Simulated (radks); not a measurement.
Er8+, configuration [Kr] 4d10 4f10 5s2 5p2 (the NIST ground configuration).

Calculated with a radial shooting solver on a logarithmic mesh with Libxc functionals: scalar-relativistic Kohn-Sham, exchange-only LDA, spin-polarised, spherical densities, point nucleus; open shells are filled with parallel spins first (spin-orbit coupling, left out, can overturn this in heavy ions).

Energy parts (hartree):
part                   energy
total             -13053.3537
kinetic            14157.3919
electron-nucleus  -31770.5853
Hartree             4818.3238
exchange            -258.4841

Orbitals (lengths in bohr, moments of r in powers of bohr; <r^-3> diverges for s and p1/2; r(max) is where P^2 peaks):
| orbital | occ. | eigenvalue (hartree) | <r> | <r^-3> | r(max) | <1/r> |
|---|---|---|---|---|---|---|
| 1s up | 1 | -2111.434 | 0.02038 | - | 0.01287 | 77.52 |
| 1s down | 1 | -2111.426 | 0.02038 | - | 0.01287 | 77.52 |
| 2s up | 1 | -358.7041 | 0.08651 | - | 0.07328 | 18.04 |
| 2s down | 1 | -358.6961 | 0.08651 | - | 0.07328 | 18.04 |
| 2p up | 3 | -317.9308 | 0.07674 | 14310 | 0.05957 | 16.67 |
| 2p down | 3 | -317.9217 | 0.07674 | 14310 | 0.05957 | 16.67 |
| 3s up | 1 | -84.07368 | 0.2256 | - | 0.2074 | 6.649 |
| 3s down | 1 | -83.99060 | 0.2255 | - | 0.2073 | 6.653 |
| 3p up | 3 | -71.67192 | 0.2247 | 3080 | 0.2040 | 6.214 |
| 3p down | 3 | -71.58861 | 0.2246 | 3085 | 0.2040 | 6.218 |
| 3d up | 5 | -56.11149 | 0.2039 | 409.0 | 0.1663 | 5.892 |
| 3d down | 5 | -56.04549 | 0.2038 | 409.7 | 0.1662 | 5.896 |
| 4s up | 1 | -20.40363 | 0.5073 | - | 0.4736 | 2.819 |
| 4s down | 1 | -20.23483 | 0.5073 | - | 0.4736 | 2.818 |
| 4p up | 3 | -16.31100 | 0.5375 | 703.4 | 0.4949 | 2.582 |
| 4p down | 3 | -16.14318 | 0.5374 | 702.8 | 0.4948 | 2.581 |
| 4d up | 5 | -10.82406 | 0.5786 | 79.00 | 0.5104 | 2.289 |
| 4d down | 5 | -10.65518 | 0.5783 | 78.97 | 0.5104 | 2.289 |
| 4f up | 7 | -4.76256 | 0.6920 | 12.52 | 0.4979 | 1.811 |
| 4f down | 3 | -4.58481 | 0.6916 | 12.56 | 0.4980 | 1.813 |
| 5s up | 1 | -6.17747 | 1.145 | - | 1.066 | 1.167 |
| 5s down | 1 | -5.99004 | 1.148 | - | 1.066 | 1.165 |
| 5p up | 2 | -5.04318 | 1.271 | 129.3 | 1.177 | 1.036 |
| 5p down | 0 | -4.86227 | 1.280 | 127.6 | 1.179 | 1.030 |

The highest occupied level is 4f down at -124.76 eV. The configuration is held as typed, so some empty levels lie below it. For comparison, the ionisation energy in NIST's Atomic Spectra Database is 158 eV (theoretical). In exact Kohn-Sham theory the highest level is minus the ionisation energy, but local and semilocal functionals leave it too shallow, through self-interaction and a potential that decays too fast; potentials with the right tail come closer. Summed over all electrons, <r^2> = 19.87 bohr^2, which gives a Langevin (diamagnetic) susceptibility term of -15.7 x 10^-6 cm^3/mol.
